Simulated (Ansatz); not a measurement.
`C[O][AlH][F]` + H₂Se → `[F][AlH][SeH]` + CH₃OH at 600 K and 1 bar (ligand exchange at the Al–O bond).

Gas-phase electronic energies from Ansatz, PBE0-D4/def2-TZVP geometries. CCSD(T)/CBS adds triple-zeta CCSD(T) − MP2 to the extrapolated MP2 energy (def2 sets, frozen cores). This one scheme is used for every species. For Se outer-core shells are correlated without core-valence functions, which leaves a few kJ/mol of doubt a bond. Scalar relativity is left out up to krypton. One conformer a species, not always the lowest.

| species | CCSD(T)/CBS energy (Eh) | H − E (kJ/mol) | S (J/(mol·K)) |
| --- | --- | --- | --- |
| `C[O][AlH][F]` | -457.55503 | 184.3 | 393.8 |
| H₂Se | -2401.89790 | 57.0 | 244.8 |
| `[F][AlH][SeH]` | -2743.83001 | 86.1 | 361.6 |
| CH₃OH | -115.61712 | 163.6 | 277.3 |

H − E and S are ideal-gas, rigid-rotor, harmonic terms from PBE0-D4/def2-TZVP, for one conformer and one mirror image of each species. 1 Eh = 2625.50 kJ/mol, R = 8.31446 J/(mol·K).

**Question.** By hand: ΔE, ΔH, ΔS and ΔG.

**Answer.** ΔE = (-2743.83001) + (-115.61712) − (-457.55503) − (-2401.89790) = 0.00580 Eh = 15.2 kJ/mol. Δ(H − E) = 86.1 + 163.6 − 184.3 − 57.0 = 8.4, so ΔH = 23.6 kJ/mol. ΔS = 361.6 + 277.3 − 393.8 − 244.8 = 0.3 J/(mol·K). ΔG = 23.6 − 600 × (0.3)/1000 = 23.4 kJ/mol.

**Question.** By hand: the equilibrium constant, and the temperature at which ΔG would vanish if ΔH and ΔS stayed fixed.

**Answer.** log₁₀ K = −ΔG/(RT ln 10) = -2.0. ΔG = 0 at ΔH/ΔS = 78667 K, far beyond where these terms or the molecules hold.

The number of gas molecules stays the same, so ΔS is small and ΔH decides. A doubt of 5 kJ/mol in ΔE shifts log₁₀ K by 0.4 here. Other conformers and mirror images would add mixing entropy, several J/(mol·K) or more a flexible species. These are equilibria of isolated gas molecules and say nothing of rates. Largest T1 diagnostic: 0.013 (customary marks: 0.02 for closed shells, 0.045 for open ones).
